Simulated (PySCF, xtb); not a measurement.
B(H)(NCO)(OMe) (C2H4BNO2), SMILES COBN=C=O.

Coordinates come from a B3LYP-D3(BJ)/def2-SVP optimisation. This is a generated structure with no PubChem entry under its InChIKey; it may be hypothetical. Other conformers were not sampled.

Method: PySCF with IEF-PCM-PBE0/def2-SVP.

The values are the electrostatic part of the solvation free energy, E(continuum) − E(gas) at the gas-phase geometry, in a cavity of scaled van der Waals radii (PySCF's table); cavitation and dispersion terms are not included. In vacuum the orbital gap is 7.82 eV. The dipole moment in vacuum is 3.32 D.

Computed values in water (ε = 78.36), ethylethanoate (ε = 5.99), cyclohexanone (ε = 15.62):
```tsv
solvent	ε	ΔG(elec) (kcal/mol)	dipole (D)	gap (eV)
water	78.36	-3.3	4.02	7.93
ethylethanoate	5.99	-2.6	3.87	7.91
cyclohexanone	15.62	-3.0	3.97	7.92
```

For comparison, GFN2-xTB/ALPB(water) (xtb, at the GFN2-xTB geometry, all terms of that model) gives -2.2 kcal/mol.
